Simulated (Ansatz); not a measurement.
## GeH4 (germane): the energy, rung by rung

GeH4 has 5 atoms, charge 0, and is taken as a singlet. As SMILES, `[GeH4]`. The shape is that of a PBE0-D4/def2-TZVP optimisation.

```csv
atom,x (Å),y (Å),z (Å)
Ge,0.0001,0.0001,0.0000
H,1.1481,-0.7563,0.6806
H,-1.2388,-0.0300,0.9042
H,-0.3292,-0.6691,-1.3406
H,0.4198,1.4554,-0.2441
```

Quantity: the energy change with the Ge1–H3 bond stretched from 1.534 to 2.301 Å, in eV. The values are calculated.

```json
{"level": "HF/STO-3G (restricted)", "kind": "Hartree–Fock", "program": "Ansatz", "value (eV)": "4.00", "less FCI/STO-3G": "+1.08", "CPU time (all runs)": "0.33 s"}
{"level": "PBE/STO-3G (restricted)", "kind": "GGA", "program": "Ansatz", "value (eV)": "3.19", "less FCI/STO-3G": "+0.27", "CPU time (all runs)": "2 s"}
{"level": "r2SCAN/STO-3G (restricted)", "kind": "meta-GGA", "program": "Ansatz", "value (eV)": "3.37", "less FCI/STO-3G": "+0.45", "CPU time (all runs)": "4.6 s"}
{"level": "B3LYP/STO-3G (restricted)", "kind": "global hybrid", "program": "Ansatz", "value (eV)": "3.35", "less FCI/STO-3G": "+0.43", "CPU time (all runs)": "2 s"}
{"level": "wB97M-V/STO-3G (restricted)", "kind": "range-separated hybrid", "program": "Ansatz", "value (eV)": "3.54", "less FCI/STO-3G": "+0.62", "CPU time (all runs)": "26 s"}
{"level": "B2PLYP/STO-3G (restricted)", "kind": "double hybrid", "program": "Ansatz", "value (eV)": "3.42", "less FCI/STO-3G": "+0.50", "CPU time (all runs)": "2.7 s"}
{"level": "RPA@PBE/STO-3G (restricted)", "kind": "RPA", "program": "Ansatz", "value (eV)": "2.97", "less FCI/STO-3G": "+0.05", "CPU time (all runs)": "3.8 s"}
{"level": "CCSD(T)/STO-3G (restricted)", "kind": "coupled cluster or CI", "program": "Ansatz", "value (eV)": "2.93", "less FCI/STO-3G": "+0.01", "CPU time (all runs)": "0.33 s"}
{"level": "FCI/STO-3G", "kind": "exact in the basis", "program": "Ansatz", "value (eV)": "2.92", "less FCI/STO-3G": "0.00", "CPU time (all runs)": "3.1 s"}
```

FCI/STO-3G is exact within its basis and frozen core, so for wave-function methods in that basis the difference is their error; functionals converge differently with the basis, so for them it is only a difference. Spin-restricted single references rise too steeply as a bond breaks, Hartree–Fock most of all. All-electron rows without a relativistic Hamiltonian named are non-relativistic. The first shape isn't each level's own minimum. The values span 2.92 to 4.00 eV. All rows use very small basis sets, so even the best lies far from the true value. In the correlated wave-function rows the outer d shell of Ge is correlated, in sets not made for it. Times are those of the runs behind each value, whatever else they computed, on shared processors of several kinds: orders of magnitude only.
